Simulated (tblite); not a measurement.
Species: C₅H₇FOSi.
SMILES with atom numbers: `[F:1]/[CH:2]=[CH:3]/[CH:4]=[C:5]1/[CH2:6][O:7][SiH2:8]1` (hydrogens: H9 on C2; H10 on C3; H11 on C4; H12, H13 on C6; H14, H15 on Si8)

Computed with GFN2-xTB (tblite), gas phase: L-BFGS steps from a force-field or distance-geometry start until the largest atomic force falls under 0.01 eV/Å.

The end geometry, which sets the zero of energy:
```
atom  x, y, z in Å
F1      4.0081    0.6700    0.2720
C2      2.9648    0.0904   -0.3437
C3      1.7178    0.2637    0.0801
C4      0.5791   -0.3447   -0.5580
C5     -0.6662   -0.1656   -0.1230
C6     -1.9690   -0.7021   -0.6382
O7     -2.8486   -0.0943    0.3136
Si8    -1.6921    0.7016    1.2065
H9      3.2753   -0.5046   -1.1902
H10     1.5231    0.8856    0.9423
H11     0.7796   -0.9667   -1.4240
H12    -2.2282   -0.3701   -1.6465
H13    -2.0608   -1.7897   -0.5852
H14    -1.8065    2.1508    1.1083
H15    -1.5808    0.1838    2.5641
```

**Question.** These geometries come from the run, each turned onto the end geometry. Order them by energy, lowest first.
A.
```
atom  x, y, z in Å
F1      4.0076    0.6676    0.2762
C2      2.9670    0.0704   -0.3279
C3      1.7154    0.2934    0.0578
C4      0.5751   -0.3277   -0.5668
C5     -0.6715   -0.1514   -0.1342
C6     -1.9740   -0.6987   -0.6416
O7     -2.8485   -0.1243    0.3357
Si8    -1.6929    0.6898    1.2138
H9      3.2863   -0.5861   -1.1239
H10     1.5241    0.9656    0.8819
H11     0.7772   -0.9604   -1.4241
H12    -2.2467   -0.3435   -1.6386
H13    -2.0521   -1.7887   -0.6225
H14    -1.8379    2.1366    1.1278
H15    -1.5335    0.1654    2.5645
```
B.
```
atom  x, y, z in Å
F1      3.9458    0.5742    0.4862
C2      2.9510    0.0193   -0.2161
C3      1.6800    0.2322    0.0904
C4      0.5881   -0.3364   -0.6482
C5     -0.6754   -0.0066   -0.3662
C6     -2.0246   -0.6208   -0.6843
O7     -2.4670   -0.6635    0.7010
Si8    -1.5256    0.6429    1.1780
H9      3.3447   -0.5747   -1.0237
H10     1.3904    0.8231    0.9456
H11     0.8476   -1.0583   -1.4075
H12    -2.7022    0.0461   -1.2618
H13    -2.0505   -1.6291   -1.0983
H14    -2.3836    1.7798    0.7787
H15    -0.9232    0.7801    2.5042
```
C.
```
atom  x, y, z in Å
F1      3.9941    0.5173    0.4113
C2      2.9500    0.0181   -0.2705
C3      1.6978    0.3410    0.0329
C4      0.5657   -0.2394   -0.6443
C5     -0.6811   -0.0633   -0.2136
C6     -1.9700   -0.7027   -0.6383
O7     -2.8139   -0.2017    0.4054
Si8    -1.6654    0.7052    1.2006
H9      3.2566   -0.6499   -1.0646
H10     1.4899    1.0202    0.8497
H11     0.7759   -0.8756   -1.4984
H12    -2.3570   -0.3795   -1.6062
H13    -1.9482   -1.7955   -0.6115
H14    -2.0001    2.1206    1.1082
H15    -1.2986    0.1935    2.5174
```
D.
```
atom  x, y, z in Å
F1      3.9323    0.5497    0.5464
C2      2.9769    0.0206   -0.2497
C3      1.6935    0.2340    0.0247
C4      0.5582   -0.3519   -0.6643
C5     -0.6853    0.0129   -0.3295
C6     -1.9920   -0.6538   -0.6588
O7     -2.6237   -0.4825    0.6200
Si8    -1.6148    0.7231    1.1742
H9      3.3853   -0.5890   -1.0465
H10     1.4841    0.8741    0.8785
H11     0.7335   -1.0395   -1.4969
H12    -2.5880   -0.1485   -1.4370
H13    -1.8924   -1.7112   -0.9165
H14    -2.3267    1.9903    1.0174
H15    -1.0451    0.5797    2.5160
```
E.
```
atom  x, y, z in Å
F1      4.0124    0.5842    0.3397
C2      2.9603    0.0430   -0.2954
C3      1.7069    0.3383    0.0284
C4      0.5714   -0.2641   -0.6252
C5     -0.6717   -0.1140   -0.1739
C6     -1.9679   -0.7121   -0.6377
O7     -2.8319   -0.1613    0.3597
Si8    -1.6832    0.6870    1.2117
H9      3.2604   -0.6500   -1.0664
H10     1.5027    1.0266    0.8346
H11     0.7775   -0.8901   -1.4874
H12    -2.2915   -0.3783   -1.6257
H13    -1.9986   -1.8056   -0.6000
H14    -1.8702    2.1317    1.1534
H15    -1.4809    0.1728    2.5625
```

**Answer.** A (0.003 eV), E (0.012 eV), C (0.029 eV), D (0.217 eV), B (0.480 eV).

In the order of the answer:

```csv
step,E above end (eV),largest force (eV/Å),rms force component (eV/Å),rms distance from end (Å),rms bond change (Å),bond most changed (Å)
62,0.003,0.04,0.014,0.046,0.000,C5–Si8 -0.001
44,0.012,0.09,0.034,0.101,0.001,C5–Si8 +0.003
32,0.029,0.10,0.034,0.153,0.001,C5–Si8 -0.003
14,0.217,0.51,0.155,0.335,0.008,C5–Si8 +0.015
10,0.480,0.66,0.225,0.456,0.012,C6–O7 +0.023
```

The cost below is that of the whole relaxation. On Arm Neoverse N1, one thread, on a shared host, this took 0.95 s of wall time.
